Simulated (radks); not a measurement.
Results of a calculation; reference values are marked as such.
Problem. Species: Os LIII. Configuration: [Ar] 3d6 (the NIST ground configuration). Level of theory: scalar-relativistic Kohn-Sham, LB94 model potential, spin-polarised, spherical densities, finite nucleus; open shells are filled with parallel spins first (spin-orbit coupling, left out, can overturn this in heavy ions); Fermi nuclear charge, rms radius 5.4126 fm (a radial shooting solver on a logarithmic mesh with Libxc functionals). Some entries of the table are withheld. Estimate them.

| orbital | occ. | eigenvalue (hartree) | <r^2> (bohr^2) |
|---|---|---|---|
| 1s down | 1 | -2842.660 | 0.0004322 |
| 1s up | 1 | -2842.637 | 0.0004322 |
| 2s up | 1 | -592.1608 | 0.006561 |
| 2s down | 1 | -592.1067 | 0.006551 |
| 2p up | 3 | -531.5149 | 0.005447 |
| 2p down | 3 | -531.5004 | 0.005437 |
| 3s up | 1 | -217.6941 | 0.03976 |
| 3s down | 1 | -216.8761 | 0.03986 |
| 3p up | 3 | -199.7735 | (1) |
| 3p down | 3 | -198.9579 | (2) |
| 3d up | 5 | -181.6682 | 0.03175 |
| 3d down | 1 | -180.8618 | 0.03180 |

Solution. 
(1) 3p up <r^2> (bohr^2): 0.03973
(2) 3p down <r^2> (bohr^2): 0.03984
